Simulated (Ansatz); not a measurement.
One change: `CB[SiH2]CC` becomes `CB[SiH2]S`.

Ansatz, PBE0-D4/def2-TZVP geometries, multiplicity 1. Each molecule was computed in one conformer, which needn't be the lowest.

```json
{"property": "HOMO–LUMO gap (PBE0/def2-TZVPP) / eV", "`CB[SiH2]CC`": "5.85"}
{"property": "LUMO energy (ωB97M-V/def2-TZVPP) / eV", "`CB[SiH2]CC`": "0.26"}
{"property": "HOMO energy (PBE0/def2-TZVPP) / eV", "`CB[SiH2]CC`": "-7.54"}
{"property": "LUMO energy (PBE0/def2-TZVPP) / eV", "`CB[SiH2]CC`": "-1.69"}
{"property": "HOMO–LUMO gap (PBE/def2-TZVPP) / eV", "`CB[SiH2]CC`": "3.66"}
{"property": "HOMO energy (B3LYP/def2-TZVPP) / eV", "`CB[SiH2]CC`": "-7.37"}
```

(1) Give the same properties after the change, and the shifts. (An estimate is asked.)

## Answers

(1) The calculation gave: 
```tsv
property	`CB[SiH2]S`	shift
HOMO–LUMO gap (PBE0/def2-TZVPP) / eV	5.32	-0.53
LUMO energy (ωB97M-V/def2-TZVPP) / eV	0.01	-0.25
HOMO energy (PBE0/def2-TZVPP) / eV	-7.28	0.26
LUMO energy (PBE0/def2-TZVPP) / eV	-1.96	-0.27
HOMO–LUMO gap (PBE/def2-TZVPP) / eV	3.12	-0.54
HOMO energy (B3LYP/def2-TZVPP) / eV	-7.03	0.34
```

With PBE0 the HOMO rises by 0.26 eV and the LUMO falls by 0.27 eV, so the gap narrows by about 0.53 eV. PBE moves the HOMO by 0.28 eV and ωB97M-V by 0.23 eV.

B3LYP here is the variant with VWN-RPA as its local correlation; programs differ in this.
